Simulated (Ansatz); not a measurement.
Reaction (homolysis of the F–Si bond): `F[SiH](F)[SeH]` → F• + `F[SiH][SeH]`•

Isolated molecules relaxed with PBE0-D4/def2-TZVP in Ansatz; ΔE leaves out vibrations. CBS: MP2 limit from def2 TZ/QZ plus the TZ coupled-cluster correction, frozen cores. This one scheme is used for every species, atoms too. Functionals use def2-TZVPP. Open shells (•) are unrestricted, without spin–orbit coupling. Spin–orbit coupling would lower the free atoms: a little for F. For Se outer-core shells are correlated without core-valence functions, so the limit isn't a true one: a few kJ/mol of doubt a bond, and 10 to 20 or more in all where bonds break to atoms. Scalar relativity is left out up to krypton. Each species was taken in one conformer, which may not be the lowest.

What is ΔE at CCSD(T)/CBS? (Estimate.)

Ansatz gave: +7.00 eV.

What do these levels give: r2SCANh-D4, r2SCAN0-D4, r2SCANh, CAM-B3LYP, CCSD(T)/def2-SVP, CCSD/def2-TZVPP? (Best estimate.)

Ansatz gave: r2SCANh-D4 6.66, r2SCAN0-D4 6.57, r2SCANh 6.65, CAM-B3LYP 6.82, CCSD(T)/def2-SVP 6.37, CCSD/def2-TZVPP 6.71 eV.

Largest T1 diagnostic among the species: 0.013.

Leaving LDA and LC-ωPBE aside and taking each functional with its dispersion term where it has one, the values, not all of them listed here, spread over 0.41 eV, from BHLYP-D4 to ωB97M-V. LDA lies +0.95 eV from PBE without D4, its usual overbinding. At CCSD(T), def2-SVP lies −0.63 eV from the extrapolated value and def2-TZVPP −0.21 eV: correlation converges slowly with the basis, and small sets miss more of it in the bonded molecule than in its fragments. From r2SCAN to r2SCAN0 (25 % exact exchange), in def2-TZVPP and without D4, ΔE moves by −0.16 eV: exact exchange takes away binding that semilocal exchange gives to molecules.
